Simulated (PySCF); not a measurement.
2-pyridin-2-yl-1,3-thiazole (C₈H₆N₂S), SMILES c1ccnc(-c2nccs2)c1.

Geometry: PBE0-D3(BJ)/def2-SVP. The values are those of a single conformer.

Two levels are set side by side: TDA-PBE/def2-SVP (PySCF) and TDA-PBE0/def2-SVP (PySCF). Vertical, same geometry. The lowest singlet is HOMO→LUMO 98 % with PBE and HOMO−1→LUMO 98 % with the other functional; states are paired by order. Differences are taken from unrounded values.

| quantity | TDA-PBE0 | TDA-PBE | TDA-PBE minus TDA-PBE0 |
|---|---|---|---|
| lowest singlet excitation (eV) | 4.20 | 3.32 | -0.88 |
| lowest triplet excitation (TDA) (eV) | 3.06 | 2.97 | -0.09 |
| first bright state (f over 0.05) (eV) | 4.67 | 4.29 | -0.39 |
| its oscillator strength | 0.58 | 0.25 | -0.33 |

Functionals without exact exchange tend to place singlet excitations lower, as here. Differences between two approximate levels are no errors against the true value.

Rough cost on one machine, each run with all the roots and properties that it gave: TDA-PBE0 against TDA-PBE about 3 times.
